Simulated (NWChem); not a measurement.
System: tert-butanol (C₄H₁₀O); SMILES CC(C)(C)O

Excerpt of the output:

```
             Northwest Computational Chemistry Package (NWChem) 7.3.0
             --------------------------------------------------------

                             Geometry "geometry" -> ""
                             -------------------------

 Output coordinates in angstroms (scale by  1.889725989 to convert to a.u.)

  No.       Tag          Charge          X              Y              Z
 ---- ---------------- ---------- -------------- -------------- --------------
    1 C                    6.0000     0.42444700    -0.73928500    -1.25768900
    2 C                    6.0000    -0.01593200     0.00936300     0.00000000
    3 C                    6.0000     0.42444700    -0.73928500     1.25768900
    4 C                    6.0000     0.53014300     1.43046900     0.00000000
    5 O                    8.0000    -1.42859000     0.15222100     0.00000000
    6 H                    1.0000     1.52058400    -0.81890200    -1.32281600
    7 H                    1.0000     0.05660600    -0.21921800    -2.15474900
    8 H                    1.0000     0.01548900    -1.76370200    -1.26490000
    9 H                    1.0000     0.05660600    -0.21921800     2.15474900
   10 H                    1.0000     1.52058400    -0.81890200     1.32281600
   11 H                    1.0000     0.01548900    -1.76370200     1.26490000
   12 H                    1.0000     1.63001400     1.43430700     0.00000000
   13 H                    1.0000     0.17473400     1.97088400    -0.88980100
   14 H                    1.0000     0.17473400     1.97088400     0.88980100
   15 H                    1.0000    -1.81135300    -0.73206500     0.00000000

 Effective nuclear repulsion energy (a.u.)     199.7215891321

                                 NWChem DFT Module
                                 -----------------

 Summary of "ao basis" -> "ao basis" (spherical)
 ------------------------------------------------------------------------------
       Tag                 Description            Shells   Functions and Types
 ---------------- ------------------------------  ------  ---------------------
 C                          def2-svp                 6       14   3s2p1d
 O                          def2-svp                 6       14   3s2p1d
 H                          def2-svp                 3        5   2s1p

 in cosmo_initialize ...
 calling solv_data for solv:methanol

 solvent parameters
 solvname_short: methanol
 solvname_long:  methanol
 dielec:       32.6130
 dielecinf:     1.7657
 nonaqueous SMD model solvent descriptors
 dielec:       32.6130
 sola:          0.4300
 solb:          0.4700
 solc:          0.0000
 solg:         31.7700
 solh:          0.0000
 soln:          1.3288

          ---------------
          -cosmo- solvent
          ---------------
 Cosmo: York-Karplus, doi: 10.1021/jp992097l
 dielectric constant -eps-     =  32.61
 screen = (eps-1)/(eps    )    =   0.96934
 surface charge correction     = lagrangian

   van der Waals surface
 --------------------------

 ---------- ATOMIC COORDINATES (A.U.) ------------ VDWR(ANG.) --
     1    0.80208853   -1.39704608   -2.37668759     1.850
     2   -0.03010711    0.01769350    0.00000000     1.850
     3    0.80208853   -1.39704608    2.37668759     1.850
     4    1.00182500    2.70319445    0.00000000     1.850
     5   -2.69964365    0.28765598    0.00000000     1.520
     6    2.87348710   -1.54750039   -2.49975977     1.200
     7    0.10696983   -0.41426195   -4.07188518     1.200
     8    0.02926997   -3.33291351   -2.39031440     1.200
     9    0.10696983   -0.41426195    4.07188518     1.200
    10    2.87348710   -1.54750039    2.49975977     1.200
    11    0.02926997   -3.33291351    2.39031440     1.200
    12    3.08027982    2.71044721    0.00000000     1.200
    13    0.33019938    3.72443072   -1.68148007     1.200
    14    0.33019938    3.72443072    1.68148007     1.200
    15   -3.42296084   -1.38340226    0.00000000     1.200
 number of segments per atom =        128
 number of   points per atom =        128
 atom (   nspa,  nppa )
 ----------------------
    1 (     53,     0 )       0
    2 (     12,     0 )       0
    3 (     53,     0 )       0
    4 (     56,     0 )       0
    5 (     62,     0 )       0
    6 (     56,     0 )       0
    7 (     54,     0 )       0
    8 (     56,     0 )       0
    9 (     54,     0 )       0
   10 (     56,     0 )       0
   11 (     56,     0 )       0
   12 (     52,     0 )       0
   13 (     54,     0 )       0
   14 (     54,     0 )       0
   15 (     66,     0 )       0
 number of -cosmo- surface points =      794
 molecular surface =    118.195 angstrom**2
 molecular volume  =     89.660 angstrom**3
 -lineq- algorithm             =   0
 -bem- low  level              =   3
 -bem- from -octahedral-
 gaussian surface charge width =   4.50000
 degree of switching           =   1.00000
 switching function tolerance  =   0.00010
 atomic radii =
 --------------
    1  6.000  1.850
    2  6.000  1.850
    3  6.000  1.850
    4  6.000  1.850
    5  8.000  1.520
    6  1.000  1.200
    7  1.000  1.200
    8  1.000  1.200
    9  1.000  1.200
   10  1.000  1.200
   11  1.000  1.200
   12  1.000  1.200
   13  1.000  1.200
   14  1.000  1.200
   15  1.000  1.200
 ...... end of -cosmo- initialization ......

 nat:                    15
 ixmem:                 12074
 calling mnsol_interface()
 G(SMD-CDS) energy (kcal/mol)  =     0.066
 SMD-CDS SASA (angstrom**2)    =   153.233

            General Information
            -------------------
          SCF calculation type: DFT
          Wavefunction type:  closed shell.
          No. of atoms     :    15
          No. of electrons :    42
           Alpha electrons :    21
            Beta electrons :    21
          Charge           :     0
          Spin multiplicity:     1
          Use of symmetry is: off; symmetry adaption is: off
          Maximum number of iterations: 150
          AO basis - number of functions:   120
                     number of shells:    60
          Convergence on energy requested:  1.00D-06
          Convergence on density requested:  1.00D-05
          Convergence on gradient requested:  5.00D-04

              XC Information
              --------------
                         PBE0 Method XC Functional
                     Hartree-Fock (Exact) Exchange  0.250
          PerdewBurkeErnzerhof Exchange Functional  0.750
            Perdew 1991 LDA Correlation Functional  1.000 local
           PerdewBurkeErnz. Correlation Functional  1.000 non-local

             Grid Information
             ----------------
          Grid used for XC integration:  medium
          Radial quadrature: Mura-Knowles
          Angular quadrature: Lebedev.
          Tag              B.-S. Rad. Rad. Pts. Rad. Cut. Ang. Pts.
          ---              ---------- --------- --------- ---------
          C                   0.70       49          10.0       434
          O                   0.60       49          10.0       434
          H                   0.35       45          11.0       434
          Grid pruning is: on
          Number of quadrature shells:   695
          Spatial weights used:  Erf1

      Superposition of Atomic Density Guess
      -------------------------------------

 Sum of atomic energies:        -230.18318606

      Non-variational initial energy
      ------------------------------

 Total energy =    -233.519671
 1-e energy   =    -705.472987
 2-e energy   =     272.231727
 HOMO         =      -0.360799
 LUMO         =       0.076477

   convergence    iter        energy       DeltaE   RMS-Dens  Diis-err
 ---------------- ----- ----------------- --------- --------- ---------
     COSMO gas phase
 d= 0,ls=0.0,diis     1   -233.1615352348 -4.33D+02  8.86D-03  5.58D-01
 d= 0,ls=0.0,diis     2   -233.1782513571 -1.67D-02  4.84D-03  5.17D-01
 d= 0,ls=0.0,diis     3   -233.2236333349 -4.54D-02  1.02D-03  3.76D-02
 d= 0,ls=0.0,diis     4   -233.2269253215 -3.29D-03  2.69D-04  1.63D-03
 d= 0,ls=0.0,diis     5   -233.2271004631 -1.75D-04  6.17D-05  1.09D-04
  Resetting Diis
 d= 0,ls=0.0,diis     6   -233.2271139076 -1.34D-05  1.01D-05  8.77D-07
 d= 0,ls=0.0,diis     7   -233.2271139978 -9.03D-08  4.90D-06  1.33D-07

   convergence    iter        energy       DeltaE   RMS-Dens  Diis-err
 ---------------- ----- ----------------- --------- --------- ---------
     COSMO solvation phase
 d= 0,ls=0.0,diis     1   -233.2360328276 -8.92D-03  1.63D-03  5.93D-03
 d= 0,ls=0.0,diis     2   -233.2372074493 -1.17D-03  3.71D-04  2.76D-03
 d= 0,ls=0.0,diis     3   -233.2374155610 -2.08D-04  1.53D-04  5.82D-04
 d= 0,ls=0.0,diis     4   -233.2374703573 -5.48D-05  3.49D-05  2.61D-05
 d= 0,ls=0.0,diis     5   -233.2374727455 -2.39D-06  1.13D-05  2.34D-06
 d= 0,ls=0.0,diis     6   -233.2374730377 -2.92D-07  2.58D-06  9.28D-08

         Total DFT energy =     -233.237473037701
      One electron energy =     -711.420210159784
           Coulomb energy =      311.961874589282
    Exchange-Corr. energy =      -33.743981458979
 Nuclear repulsion energy =      199.721589132080

             COSMO energy =        0.243254859700

 Numeric. integr. density =       42.000000220668

                                COSMO-SMD solvation results
                                ---------------------------

             internal energy in gas <Psi(g)|H|Psi(g)> =      -233.227113997844
         internal energy in solvent <Psi(s)|H|Psi(s)> =      -233.225343505247
                               delta internal energy  =         0.001770492597 (    1.11 kcal/mol)
   total free energy in solvent <Psi(s)|H+V/2|Psi(s)> =      -233.237578287121
 polarization energy contribution <Psi(s)|V/2|Psi(s)> =        -0.012234781874 (   -7.68 kcal/mol)
    total free energy in solvent including G(SMD-CDS) =      -233.237473037701
                       G(SMD-CDS) energy contribution =         0.000105249420 (    0.07 kcal/mol)
     1 M fixed-concentration free energy of solvation =        -0.010359039857 (   -6.50 kcal/mol)

                       DFT Final Molecular Orbital Analysis
                       ------------------------------------

 Vector   19  Occ=2.000000D+00  E=-3.581582D-01
              MO Center=  1.2D-01,  3.1D-02,  5.6D-09, r^2= 3.7D+00
   Bfn.  Coefficient  Atom+Function         Bfn.  Coefficient  Atom+Function
  ----- ------------  ---------------      ----- ------------  ---------------
    62     -0.235952   5 O  pz                6      0.233588   1 C  pz
    34      0.233588   3 C  pz               20     -0.229275   2 C  pz
    76     -0.196601   7 H  s                86      0.196601   9 H  s
    48      0.192466   4 C  pz               65     -0.169547   5 O  pz
   106     -0.156199  13 H  s               111      0.156199  14 H  s

 Vector   20  Occ=2.000000D+00  E=-3.310967D-01
              MO Center= -1.4D-01,  8.4D-02, -3.3D-10, r^2= 3.0D+00
   Bfn.  Coefficient  Atom+Function         Bfn.  Coefficient  Atom+Function
  ----- ------------  ---------------      ----- ------------  ---------------
    19      0.343558   2 C  py               47     -0.292921   4 C  py
    61     -0.256152   5 O  py                5     -0.176717   1 C  py
    33     -0.176717   3 C  py               45      0.172229   4 C  s
    64     -0.172807   5 O  py               50     -0.165075   4 C  py
   116      0.149724  15 H  s                59     -0.143683   5 O  s

 Vector   21  Occ=2.000000D+00  E=-2.869382D-01
              MO Center= -7.8D-01, -5.6D-02,  2.3D-09, r^2= 2.1D+00
   Bfn.  Coefficient  Atom+Function         Bfn.  Coefficient  Atom+Function
  ----- ------------  ---------------      ----- ------------  ---------------
    62      0.527847   5 O  pz               65      0.424297   5 O  pz
    20     -0.230445   2 C  pz                6      0.176781   1 C  pz
    34      0.176781   3 C  pz                3      0.134213   1 C  s
    31     -0.134213   3 C  s                 4     -0.105024   1 C  px
    32      0.105024   3 C  px                2      0.097970   1 C  s

 Vector   22  Occ=0.000000D+00  E= 5.953384D-02
              MO Center=  2.5D-01, -4.0D-01,  1.7D-08, r^2= 7.4D+00
   Bfn.  Coefficient  Atom+Function         Bfn.  Coefficient  Atom+Function
  ----- ------------  ---------------      ----- ------------  ---------------
     3      1.104685   1 C  s                31      1.104685   3 C  s
    45      1.055219   4 C  s               102     -0.630468  12 H  s
    72     -0.609856   6 H  s                92     -0.609856  10 H  s
    82     -0.562663   8 H  s                97     -0.562663  11 H  s
   117     -0.524992  15 H  s                77     -0.477009   7 H  s

 Vector   23  Occ=0.000000D+00  E= 1.069144D-01
              MO Center= -2.2D-01,  4.1D-01,  5.9D-09, r^2= 6.9D+00
   Bfn.  Coefficient  Atom+Function         Bfn.  Coefficient  Atom+Function
  ----- ------------  ---------------      ----- ------------  ---------------
    45      1.118556   4 C  s               107     -0.848230  13 H  s
   112     -0.848230  14 H  s                77     -0.721981   7 H  s
    87     -0.721981   9 H  s               117      0.644805  15 H  s
    17     -0.540502   2 C  s                 3      0.534847   1 C  s
    31      0.534847   3 C  s                49     -0.451884   4 C  px

 Vector   24  Occ=0.000000D+00  E= 1.150742D-01
              MO Center=  3.8D-01, -7.6D-01, -3.0D-08, r^2= 6.8D+00
   Bfn.  Coefficient  Atom+Function         Bfn.  Coefficient  Atom+Function
  ----- ------------  ---------------      ----- ------------  ---------------
   102     -0.878333  12 H  s                45      0.858323   4 C  s
    82      0.849353   8 H  s                97      0.849353  11 H  s
    72     -0.687502   6 H  s                92     -0.687502  10 H  s
   117      0.576361  15 H  s                 7      0.492365   1 C  px
    35      0.492365   3 C  px                8      0.404003   1 C  py

     Multipole analysis of the density
     ---------------------------------

     L   x y z        total         alpha         beta         nuclear
     -   - - -        -----         -----         ----         -------
     0   0 0 0     -0.000000    -21.000000    -21.000000     42.000000

     1   1 0 0      0.400668      0.102638      0.102638      0.195392
     1   0 1 0     -0.737323     -0.392950     -0.392950      0.048577
     1   0 0 1     -0.000000     -0.000000     -0.000000      0.000000

     2   2 0 0    -24.593610    -67.303515    -67.303515    110.013420
     2   1 1 0      2.603614     -0.174724     -0.174724      2.953062
     2   1 0 1     -0.000000     -0.000000     -0.000000     -0.000000
     2   0 2 0    -23.714005    -77.997363    -77.997363    132.280720
     2   0 1 1     -0.000000     -0.000000     -0.000000     -0.000000
     2   0 0 2    -24.793599    -77.658689    -77.658689    130.523779
```

Level: PBE0/def2-SVP, SMD on the gas-phase geometry. All runs use the structure optimised with PBE0/def2-SVP. Solvent: methanol.

**Question.** Reconstruct the input file.

**Answer.** One answer among several that fit: the input that was run:
```
start job
memory heap 200 mb stack 900 mb global 1100 mb
geometry units angstroms noautosym nocenter noautoz
  C      0.424447    -0.739285    -1.257689
  C     -0.015932     0.009363     0.000000
  C      0.424447    -0.739285     1.257689
  C      0.530143     1.430469     0.000000
  O     -1.428590     0.152221     0.000000
  H      1.520584    -0.818902    -1.322816
  H      0.056606    -0.219218    -2.154749
  H      0.015489    -1.763702    -1.264900
  H      0.056606    -0.219218     2.154749
  H      1.520584    -0.818902     1.322816
  H      0.015489    -1.763702     1.264900
  H      1.630014     1.434307     0.000000
  H      0.174734     1.970884    -0.889801
  H      0.174734     1.970884     0.889801
  H     -1.811353    -0.732065     0.000000
end
basis spherical
  * library def2-svp
end
dft
  xc pbe0
  iterations 150
end
cosmo
  do_cosmo_smd true
  solvent methanol
end
task dft energy
```
